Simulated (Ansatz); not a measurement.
Gas-phase electronic energies from Ansatz, PBE0-D4/def2-TZVP geometries. CBS: MP2 limit from def2 TZ/QZ plus the TZ coupled-cluster correction, frozen cores. This one scheme is used for every species, atoms too. Functionals use def2-TZVPP. Open shells (•) are unrestricted, without spin–orbit coupling. Spin–orbit coupling would lower the free atoms: a little for B, S; clearly for Ge; strongly for I. def2 core potentials past Kr. Bonds to Ge, I are less sure, by a few kJ/mol each and by 10 to 20 or more in all where they break to atoms, as the def2 sets lack core-valence functions. Scalar relativity is left out up to krypton.

`I[B]1[S][GeH2]1` → B• + Ge• + 2 H• + I• + S•  (atomization)

```tsv
level	ΔE (kcal/mol)	difference from CCSD(T)/CBS
LDA (SPW92)	485.3	72.0
BLYP-D4	405.2	-8.1
r2SCAN-D4	420.2	6.9
PBE0-D4	416.2	2.9
ωB97X-V	412.7	-0.6
B2PLYP	403.3	-10.0
PBE0	412.1	-1.2
CAM-B3LYP	399.2	-14.1
MP2/def2-SVP	392.1	-21.2
HF/CBS(def2)	280.2	-133.1
CCSD(T)/CBS	413.3	0
```

Largest T1 diagnostic among the species: 0.014.

From PBE to PBE0 (25 % exact exchange), in def2-TZVPP and without D4, ΔE moves by −7.9 kcal/mol: exact exchange takes away binding that semilocal exchange gives to molecules. In def2-TZVPP, CCSD(T) changes the Hartree–Fock value by +119.9 kcal/mol (the triples alone add +12.5 kcal/mol) and MP2 by +133.8 kcal/mol; breaking electron pairs costs correlation energy, which Hartree–Fock lacks. The D4 term adds +8.0 kcal/mol with B3LYP and +4.1 kcal/mol with PBE0; it sums over pairs of atoms, weighted by their polarisabilities, and B3LYP, whose exchange is more repulsive, gets the larger term.

B3LYP here is the variant with VWN-RPA as its local correlation; programs differ in this.

For atomizations the MP2-based limit and the directly extrapolated one differ by several kJ/mol either way, and by 10 to 25 for some Ge, Se and Sn compounds, so smaller differences from it don't rank the levels.
